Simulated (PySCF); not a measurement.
C3H3ClF2, SMILES F[C@@H]1[C@H](F)[C@H]1Cl.

Geometry optimised at PBE0-D3(BJ)/def2-SVP. The structure was generated by enumeration; whether it is a known compound was not checked.

All values below come from TDA-PBE/def2-SVPD in PySCF 2.14.0.

Vertical excitations. The molecule is in vacuum. State labels are in the subgroup Cs.

```json
[
 {"state": "S1", "symmetry": "A\"", "energy (eV)": "5.85", "λ (nm)": "212", "f": "0.000", "main pairs": "HOMO→LUMO 99 %"},
 {"state": "S2", "symmetry": "A'", "energy (eV)": "5.96", "λ (nm)": "208", "f": "0.015", "main pairs": "HOMO−1→LUMO 99 %"},
 {"state": "S3", "symmetry": "A'", "energy (eV)": "7.14", "λ (nm)": "174", "f": "0.011", "main pairs": "HOMO−2→LUMO 92 %"},
 {"state": "S4", "symmetry": "A\"", "energy (eV)": "7.24", "λ (nm)": "171", "f": "0.009", "main pairs": "HOMO→LUMO+1 88 %"},
 {"state": "S5", "symmetry": "A\"", "energy (eV)": "7.35", "λ (nm)": "169", "f": "0.028", "main pairs": "HOMO→LUMO+2 90 %"},
 {"state": "S6", "symmetry": "A'", "energy (eV)": "7.44", "λ (nm)": "167", "f": "0.015", "main pairs": "HOMO−1→LUMO+1 83 %"},
 {"state": "S7", "symmetry": "A'", "energy (eV)": "7.52", "λ (nm)": "165", "f": "0.010", "main pairs": "HOMO−1→LUMO+2 84 %"},
 {"state": "S8", "symmetry": "A\"", "energy (eV)": "7.59", "λ (nm)": "163", "f": "0.000", "main pairs": "HOMO→LUMO+3 98 %"},
 {"state": "S9", "symmetry": "A\"", "energy (eV)": "7.71", "λ (nm)": "161", "f": "0.003", "main pairs": "HOMO−3→LUMO 95 %"},
 {"state": "S10", "symmetry": "A'", "energy (eV)": "7.79", "λ (nm)": "159", "f": "0.005", "main pairs": "HOMO−1→LUMO+3 87 %"},
 {"state": "T1", "symmetry": "A\"", "energy (eV)": "5.32", "λ (nm)": "233", "f": "0", "main pairs": "HOMO→LUMO 99 %"},
 {"state": "T2", "symmetry": "A'", "energy (eV)": "5.54", "λ (nm)": "224", "f": "0", "main pairs": "HOMO−1→LUMO 100 %"},
 {"state": "T3", "symmetry": "A'", "energy (eV)": "6.68", "λ (nm)": "185", "f": "0", "main pairs": "HOMO−2→LUMO 95 %"},
 {"state": "T4", "symmetry": "A\"", "energy (eV)": "6.97", "λ (nm)": "178", "f": "0", "main pairs": "HOMO→LUMO+1 96 %"}
]
```
Triplets are in the Tamm–Dancoff approximation.
